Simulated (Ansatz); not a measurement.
Input file for Ansatz (a first-principles code): R-CCSD(T)/cc-pV(T+d)Z on F2OS (SMILES O=S(F)F). The basis file is the Basis Set Exchange's JSON of that set.

Ansatz 0.2 input:
```yaml
crystal:
  periodic: [false, false, false]
  atoms:
    - {symbol: F, position_ang: [1.03289358, -0.16370643, -0.92711195]}
    - {symbol: S, position_ang: [0.02220744, 0.50255263, 0.12864359]}
    - {symbol: F, position_ang: [-1.26959717, -0.15528658, -0.56310176]}
    - {symbol: O, position_ang: [0.21459615, -0.18355961, 1.36147012]}
basis:
  gaussian:
    orbitals: cc-pV_T+d_Z.json
magnetization: {spin_polarized: false}
correlation: {method: ccsd_t, electrons: outside_noble_gas}
scf: {lower_state_search: off}
```

Program output:

```
WARN ansatz: RAYON_NUM_THREADS=4 ignored (pool sized by the plan → 4); use --threads N
Functional definition: HF
these checks for a lower state are left out or cut short: stability, starts, cluster_reference, orbital_swaps, neighbouring_geometries, increment
integrals: 0.22 GiB planned
806 factors; integrals over basis functions are off by at most 5.5e-4 eV
mean field: 0.33 GiB planned
mean field evaluation 1: about -18264.1264 eV, gradient 5.1e1 eV
mean field evaluation 2: about -18264.3508 eV, gradient 5.1e1 eV
mean field evaluation 4: about -18268.6750 eV, gradient 4.1e0 eV
mean field evaluation 8: about -18268.7326 eV, gradient 6.3e-1 eV
mean field evaluation 16: about -18268.7338 eV, gradient 1.5e-6 eV
mean field -18268.73382394 eV, -671.3635850374 hartree, gradient 1.5e-6 eV, S^2 0.000000; 0 other end points of the search recorded, 0 dependent functions left out
8 core orbitals not correlated
reference -18268.73382394 eV, -671.3635850374 hartree; 13, 13 occupied and 108, 108 virtual orbitals, 806 factors
second order -25.30187585 eV of doubles, -0.00000000 eV of singles
coupled cluster: 0.56 GiB planned
cycle   1  -24.42561061 eV  change    8.8e-1 eV  update   1.3e-1
cycle   2  -25.09213260 eV  change   -6.7e-1 eV  update   4.4e-2
cycle   3  -25.25483034 eV  change   -1.6e-1 eV  update   2.1e-2
cycle   4  -25.22499860 eV  change    3.0e-2 eV  update   5.9e-3
cycle   5  -25.22087480 eV  change    4.1e-3 eV  update   2.9e-3
cycle   6  -25.22382641 eV  change   -3.0e-3 eV  update   8.4e-4
cycle   7  -25.22341876 eV  change    4.1e-4 eV  update   3.4e-4
cycle   8  -25.22322040 eV  change    2.0e-4 eV  update   7.9e-5
cycle   9  -25.22326580 eV  change   -4.5e-5 eV  update   3.4e-5
cycle  10  -25.22328107 eV  change   -1.5e-5 eV  update   1.2e-5
perturbative correction -1.00981835 eV, -0.0371101397 hartree
Total energy: -18294.96692336 eV, -672.3276336594 hartree
Checks for a lower state left out: stability, starts, cluster_reference, orbital_swaps, neighbouring_geometries, increment
```

The run converged.

Cost: about 7 core-seconds (a rough figure).
